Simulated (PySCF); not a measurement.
C₄H₄BN, SMILES C#CB(N)C#C. Atoms are numbered in the order given.

```xyz
10

C      0.0000    -2.3866    -0.9849
C      0.0000    -1.3335    -0.3664
B      0.0000     0.0000     0.3991
N      0.0000     0.0000     1.7995
C      0.0000     1.3335    -0.3664
C      0.0000     2.3866    -0.9849
H      0.0000    -3.3111    -1.5340
H      0.0000    -0.8533     2.3454
H      0.0000     0.8533     2.3454
H      0.0000     3.3111    -1.5340
```
Charge 0, spin multiplicity 1.

The structure is a stationary point at r2SCAN-D4/def2-SVP. The structure was generated by enumeration, and PubChem lists no compound with its InChIKey, so it may never have been made. One conformer was computed; it need not be the lowest.

Computed with PBE0/pcSseg-1 run with PySCF.

GIAO shieldings, no solvent; atoms alike by connectivity are averaged. δ = σ(ref) − σ: ¹³C against TMS (σ = 186.3 ppm); ¹¹B against BF3 (σ = 88.8 ppm); ¹⁵N against NH3 (σ = 267.4 ppm); ¹H against TMS (σ = 31.56 ppm), references at their B3LYP-D3(BJ)/def2-TZVP geometries, non-relativistic.

Computed chemical shifts:
```json
[
 {"nucleus": "¹³C", "atoms": "C1, C6", "count": "2", "δ (ppm)": "103.2"},
 {"nucleus": "¹³C", "atoms": "C2, C5", "count": "2", "δ (ppm)": "94.0"},
 {"nucleus": "¹¹B", "atoms": "B3", "count": "1", "δ (ppm)": "7.8"},
 {"nucleus": "¹⁵N", "atoms": "N4", "count": "1", "δ (ppm)": "124.6"},
 {"nucleus": "¹H", "atoms": "H8, H9", "count": "2", "δ (ppm)": "4.47"},
 {"nucleus": "¹H", "atoms": "H7, H10", "count": "2", "δ (ppm)": "3.00"}
]
```
